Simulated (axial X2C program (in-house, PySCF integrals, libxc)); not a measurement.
**Low determinants of TcF⁺ at the PBE0 level, 2c**

Computed with an axial X2C code built on PySCF integrals. Two-component (2c) means X2C with spin–orbit coupling and atomic mean-field two-electron Coulomb and Gaunt terms. Basis: Tc dyall-cv3z [12s12p8d5f3g], F dyall-av3z [7s6p3d2f] (cores contracted in-house); Gaussian nuclei, density fitting, unrestricted open shells. Masses: Tc 98.907 u, F 18.998 u.

Search at 1.841 Å (vertical energies from the lowest determinant):

```json
{"ΔE (eV)": "0.00", "state": "Ω = 5/2", "electrons beyond evenly filled partner blocks": "ω = 5/2", "electrons in ±ω = 1/2, 3/2, 5/2, 7/2": "34 14 3 0"}
{"ΔE (eV)": "1.28", "state": "Ω = 7/2", "electrons beyond evenly filled partner blocks": "ω = -1/2, ω = 3/2, ω = 5/2", "electrons in ±ω = 1/2, 3/2, 5/2, 7/2": "33 15 3 0"}
{"ΔE (eV)": "1.47", "state": "Ω = 1/2", "electrons beyond evenly filled partner blocks": "ω = 1/2", "electrons in ±ω = 1/2, 3/2, 5/2, 7/2": "33 14 4 0"}
{"ΔE (eV)": "1.70", "state": "Ω = 3/2", "electrons beyond evenly filled partner blocks": "2 × ω = -1/2, ω = 5/2", "electrons in ±ω = 1/2, 3/2, 5/2, 7/2": "34 14 3 0"}
{"ΔE (eV)": "1.84", "state": "Ω = 1/2", "electrons beyond evenly filled partner blocks": "ω = -1/2, ω = -3/2, ω = 5/2", "electrons in ±ω = 1/2, 3/2, 5/2, 7/2": "33 15 3 0"}
{"ΔE (eV)": "1.99", "state": "Ω = 3/2", "electrons beyond evenly filled partner blocks": "ω = 1/2, ω = -3/2, ω = 5/2", "electrons in ±ω = 1/2, 3/2, 5/2, 7/2": "35 13 3 0"}
{"ΔE (eV)": "2.09", "state": "Ω = 1/2", "electrons beyond evenly filled partner blocks": "2 × ω = 3/2, ω = -5/2", "electrons in ±ω = 1/2, 3/2, 5/2, 7/2": "34 14 3 0"}
```

Lowest determinant, Ω = 5/2 (⟨Sz⟩ = 2.49, ⟨Lz⟩ = 0.01 at PBE0): Re = 1.838 Å, ωe = 690.6 cm⁻¹.

The determinant in row 2 of the search, Ω = 7/2 (⟨Sz⟩ = 1.50, ⟨Lz⟩ = 2.00 at PBE0), was followed along the bond at PBE0; measured from the minimum of the lowest determinant it gives:

Te = 1.216 eV (9805 cm⁻¹), Re = 1.777 Å, ωe = 788.3 cm⁻¹.

(1) Compare the bond of the determinant in row 2 with that of the lowest one.

The search compares states at one distance, so a state with another bond length can lie lower; it is not exhaustive and yields mostly the lowest determinant of each block pattern, so other components and higher states of one pattern are missing. These are energies of single determinants, not of spin-adapted states; PBE0 term energies can be off by some tenths of an eV, and the functional has no current term.

Answers

(1) At PBE0 its Re is 0.061 Å shorter and its force constant, which goes as ωe², is 1.30 times that of the lowest determinant. T0 ≈ Te + Δωe/2 = 9805 + (49) = 9854 cm⁻¹.
